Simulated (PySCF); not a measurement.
H3InOS2, SMILES `[SH][In]([OH])[SH]`, neutral singlet in the gas phase. 

Z-matrix (Å, degrees):
```
In
O 1 1.9801
H 2 0.9600 1 113.67
S 1 2.3623 2 114.50 3 -179.50
H 4 1.3451 1 91.61 2 0.32
S 1 2.3741 2 121.56 3 0.49
H 6 1.3440 1 93.12 2 0.84
```
Charge 0, spin multiplicity 1.

All levels are single points at this geometry (PBE0-D3(BJ)/def2-TZVP); Pople sets use spherical d functions. Orbital energies aren't observables, and empty levels follow the basis.

| level | HOMO (eV) | LUMO (eV) | gap (eV) | dipole (D) | vertical IE, Delta-SCF (eV) |
|---|---|---|---|---|---|
| PBE-D3(BJ)/def2-TZVP in PySCF | -6.40 | -2.61 | 3.79 | 1.62 | – |
| PBE0-D3(BJ)/def2-TZVP in PySCF | -7.63 | -1.75 | 5.88 | 1.68 | – |
| B3LYP/6-311+G** (LANL2DZ on In) in PySCF | -7.46 | -2.12 | 5.34 | 1.87 | – |
| B3LYP/6-31G* (LANL2DZ on In) in PySCF | -7.33 | -1.75 | 5.58 | 2.25 | 9.48 |
| BP86/6-31G* (LANL2DZ on In) in PySCF | -6.47 | -2.49 | 3.98 | 2.33 | – |
| M06-2X/6-31G* (LANL2DZ on In) in PySCF | -8.75 | -0.82 | 7.93 | 2.34 | – |
| PBE/6-31G* (LANL2DZ on In) in PySCF | -6.37 | -2.41 | 3.96 | 2.32 | – |
| SVWN5/6-31G* (LANL2DZ on In) in PySCF | -6.45 | -2.52 | 3.93 | 2.44 | – |
| HF/6-31G* (LANL2DZ on In) in PySCF | -10.50 | 1.49 | 11.98 | 2.31 | 9.62 |
